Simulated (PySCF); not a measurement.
SMILES c1(Br)c(cccc1)C, singlet at its GFN2-xTB optimised geometry (Å):

```
15

C     -2.4878     0.3301    -0.0001
C     -0.9936     0.3510     0.0000
C     -0.2855     1.5467    -0.0005
C      1.0982     1.5670    -0.0008
C      1.8098     0.3800    -0.0004
C      1.1318    -0.8261     0.0000
C     -0.2512    -0.8261     0.0000
Br    -1.1533    -2.5115    -0.0008
H     -2.8610    -0.2061     0.8726
H     -2.8603    -0.1863    -0.8849
H     -2.8889     1.3402     0.0104
H     -0.8350     2.4768    -0.0007
H      1.6209     2.5115    -0.0012
H      2.8889     0.3872    -0.0003
H      1.6709    -1.7611     0.0002
```

Level of theory: PBE0/def2-TZVP run with PySCF.

Map of the electron localisation function on the plane z = 1.5 Å:

```
|                           |
|                           |
|                           |
|                           |
|                           |
|                           |
|           .     .         |
|           .......         |
|           ::---::.        |
|          .:-----:.        |
|          .--:..:-:.       |
|    .::.  .-:   .--:.      |
|   -#%%=  .:.   .:-:..     |
|  .#@@@#. .:.   .--:.      |
|  :%@@@%   ::...:-:.       |
|   #@@@=   .::::--:        |
|   .--.     ..::::.        |
|        ....    ...        |
|       :+*+-.              |
|      :+###*=.             |
|      :+##%#*-             |
|      .=*###*=.            |
|       :-+**+-.            |
|        .:--:.             |
|           .               |
|                           |
|                           |
```
Scale: ten equal steps from 0.000 (start of ' ') to 0.991 (end of '@'), in the order ' .:-=+*#%@'; x runs from -5.00 to 5.00, y from -5.00 (bottom) to 5.00 (top).
